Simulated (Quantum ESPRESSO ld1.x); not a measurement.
The numbers below are computed, except where a source is named.
Species: Sb+. Configuration: [Kr] 4d10 5s2 5p2. Level of theory: Dirac Kohn-Sham, BLYP, spin-unpolarised, spherical densities, point nucleus; open shells are shared between the two j in proportion to 2j + 1; speed of light set to 685.18 atomic units (5 times the physical value, a model run) (ld1.x of Quantum ESPRESSO 7.5). Some entries of the table are withheld. Estimate them.

| orbital | occ. | eigenvalue (Ry) | r(max) (bohr) |
|---|---|---|---|
| 1s1/2 | 2 | -2148.01 | 0.020 |
| 2s1/2 | 2 | (1) | 0.109 |
| 2p1/2 | 2 | -299.893 | (2) |
| 2p3/2 | 4 | -299.211 | (3) |
| 3s1/2 | 2 | -63.0356 | 0.312 |
| 3p1/2 | 2 | -54.6829 | 0.298 |
| 3p3/2 | 4 | -54.5580 | 0.300 |
| 3d3/2 | 4 | -39.0744 | (4) |
| 3d5/2 | 6 | -39.0460 | (5) |
| 4s1/2 | 2 | (6) | 0.747 |
| 4p1/2 | 2 | -7.92975 | 0.771 |
| 4p3/2 | 4 | -7.90668 | 0.771 |
| 4d3/2 | 4 | -3.19068 | 0.842 |
| 4d5/2 | 6 | -3.18697 | 0.842 |
| 5s1/2 | 2 | -1.43486 | (7) |
| 5p1/2 | 0.666667 | -0.87651 | (8) |
| 5p3/2 | 1.33333 | -0.87451 | (9) |

Answer. 
(1) 2s1/2 eigenvalue (Ry): -320.020
(2) 2p1/2 r(max) (bohr): 0.085
(3) 2p3/2 r(max) (bohr): 0.085
(4) 3d3/2 r(max) (bohr): 0.246
(5) 3d5/2 r(max) (bohr): 0.246
(6) 4s1/2 eigenvalue (Ry): -10.7564
(7) 5s1/2 r(max) (bohr): 1.94
(8) 5p1/2 r(max) (bohr): 2.27
(9) 5p3/2 r(max) (bohr): 2.27
